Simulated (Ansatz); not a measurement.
System: CH3Cd (charge +1, singlet). 
Geometry from a B3LYP-D3(BJ)/def2-TZVP (Ansatz, a first-principles code) optimisation:
```
C
H 1 1.0845
H 1 1.0845 2 115.26
H 1 1.0845 2 115.26 3 -138.11
Cd 1 2.2011 2 102.77 4 -110.94
```
Charge +1, spin multiplicity 1.

Basis-set convergence of Hartree-Fock and CCSD(T) correlation energies (hartree) with Ansatz. Cores are frozen in the correlated levels unless marked. No spin-orbit coupling. Frozen are the shells of the preceding noble gas and the d and f shells that filled before the atom's block. In def2 rows, elements after Kr have scalar-relativistic effective core potentials.

The Hartree-Fock reference is unstable (checked in the largest basis), which strains HF and MP2. 

```tsv
basis	functions	E(HF)	E(corr, CCSD(T))
def2-SVP	60	-206.13585	-0.43472
def2-TZVPP	129	-206.22000	-0.61478
def2-QZVPP	235	-206.22392	-0.65812
```

Extrapolating the two largest sets (X = 3 and 4) as X^-3: E(corr) = (64·(-0.65812) - 27·(-0.61478))/37 = -0.6897 Eh, an estimate of the basis-set limit. The largest set recovers 95.4 % of it, the smallest 63.0 %.
